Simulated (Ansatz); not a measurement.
The cluster GaO₂H⁻. Total charge -1; doublet. Geometry B3LYP-D4/def2-TZVP, that of the neutral singlet; atoms count from 1.

| atom | x (Å) | y (Å) | z (Å) |
| --- | --- | --- | --- |
| Ga1 | 0.119 | -0.447 | 0.383 |
| O2 | 0.166 | -1.503 | 1.654 |
| O3 | 0.163 | 0.602 | -1.028 |
| H4 | -0.447 | 1.348 | -1.009 |

The highest occupied level of the charge -1 doublet lies above zero (up to 0.94 eV). By energy differences its removal costs 0.66 eV (vertical, to the charge 0 singlet, at PBE0-D4/def2-TZVPD); a positive level beside a positive removal energy at the same level points to self-interaction error. The structure comes from a short search, and lower isomers may exist.

**Question.** Estimate the Mulliken populations from the PBE0/def2-TZVPD orbitals of Ansatz.

**Answer.** 
```tsv
atom	charge (e)	spin (α − β)
Ga1	-0.86	1.50
O2	-0.58	0.11
O3	0.22	-0.65
H4	0.22	0.04
```
Mulliken values and Mayer orders depend strongly on the basis. With diffuse functions, as here, like atoms can get unlike values, and bond orders can come out too low or too high.

**Question.** Where does the spin sit?

**Answer.** Summed by element: Ga 1.50, O -0.54, H 0.04, of 1 unpaired in all. Largest on single atoms: Ga1 1.50, O3 -0.65, O2 0.11.

**Question.** And the Mayer bond orders between bonded heavy atoms (over 0.3)?

**Answer.** Ga1–O2 1.77 (1.65 Å).
